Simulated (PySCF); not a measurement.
Compound: C7H16BOP.
Atom-mapped SMILES: `[BH3-:1][P@@H+:2]([CH2:3][O:4][CH3:5])[C:6]1=[CH:7][CH2:8][CH2:9][CH2:10]1`

Geometry (PBE0-D3(BJ)/def2-SVP, Å), atoms numbered from 1 in this order:
```xyz
26
C7H16BOP angstrom
B     -0.8957    2.8086   -0.9276
P     -0.6557    1.2988    0.2213
C     -2.0194    0.0809    0.0338
O     -1.8365   -1.0136    0.8721
C     -2.8657   -1.9561    0.7872
C      0.8639    0.3601    0.0300
C      1.7134    0.5655   -0.9895
C      2.8669   -0.3926   -0.9443
C      2.7805   -0.9822    0.4746
C      1.3226   -0.7717    0.9184
H      0.0171    3.5808   -0.6815
H     -0.8422    2.3165   -2.0494
H     -2.0047    3.2386   -0.6423
H     -0.7081    1.5356    1.6199
H     -2.9636    0.6240    0.2457
H     -2.0421   -0.2021   -1.0389
H     -2.6332   -2.7691    1.4884
H     -2.9529   -2.3797   -0.2323
H     -3.8450   -1.5192    1.0624
H      1.5662    1.3126   -1.7738
H      3.8334    0.0929   -1.1562
H      2.7361   -1.1639   -1.7269
H      3.0951   -2.0348    0.5234
H      3.4484   -0.4136    1.1407
H      1.2274   -0.5366    1.9906
H      0.6868   -1.6567    0.7458
```

Definitions: NICS(0) = −σiso at the ring centroid; NICS(1) = −σiso and NICS(1)zz = −σzz at ±1 Å along the ring normal z. Level: GIAO KT2/pcSseg-1 (PySCF, non-relativistic, gas phase) on the PBE0-D3(BJ)/def2-SVP geometry, one conformer.

Ring bond lengths (Å): C6–C7 1.343, C7–C8 1.500, C8–C9 1.539, C9–C10 1.538, C10–C6 1.510.

Give the NICS values of each ring in ppm.

| ring | type | NICS(0) | NICS(1), two faces | NICS(1)zz, two faces | rms pucker (Å) | centre to ring atoms, mean (Å) |
| --- | --- | --- | --- | --- | --- | --- |
| C6–C7–C8–C9–C10 | 5-membered carbocycle; formal bonds 1 double, 4 single | -2.3 | -3.9 / -2.7 | -3.9 / -1.9 | 0.10 | 1.26 |

What do they say, and how far can they be read as aromaticity?

- C6–C7–C8–C9–C10: mean NICS(1)zz -2.9 ppm, near zero. C8, C9, C10 have four or more neighbours, and the NICS criterion for π rings isn't applied.

How shielded are the nuclei of the rings and their hydrogens (means over atoms taken as equivalent)?

```csv
atoms,environment,σ isotropic (ppm),"principal values of the symmetric part, first atom (ppm)"
C6,fully substituted alkene carbon,52.7,"-37.5, 58.6, 136.9"
C7,alkene CH carbon,35.8,"-64.5, 34.0, 138.1"
C8,allylic carbon,145.0,"125.1, 145.2, 164.8"
C9,ring CH2 carbon,155.2,"127.1, 167.5, 171.1"
C10,allylic carbon,140.7,"115.2, 140.7, 166.3"
H20,vinylic hydrogen,24.32,"21.7, 23.0, 28.2"
H21,methylene hydrogen,28.60,"24.3, 26.7, 34.9"
H22,methylene hydrogen,28.68,"24.8, 26.5, 34.8"
H23,methylene hydrogen,29.20,"24.8, 27.3, 35.5"
H24,methylene hydrogen,29.44,"24.1, 28.0, 36.2"
H25,methylene hydrogen,28.83,"24.4, 29.2, 32.9"
H26,methylene hydrogen,28.32,"22.1, 29.2, 33.7"
```

How do the values depend on the level or the medium?

| level | NICS(0), C6–C7–C8–C9–C10 | mean NICS(1)zz, C6–C7–C8–C9–C10 |
| --- | --- | --- |
| KT2/pcSseg-1, gas | -2.3 | -2.9 |
| PBE0/pcSseg-1, gas | -2.0 | -2.5 |
| PBE0/pcSseg-1, IEF-PCM acetone | -1.9 | -2.4 |
| PBE0/pcSseg-1, IEF-PCM benzene | -1.9 | -2.4 |

The geometry is the same throughout; the continuum's cavity takes Bondi-type radii × 1.2.
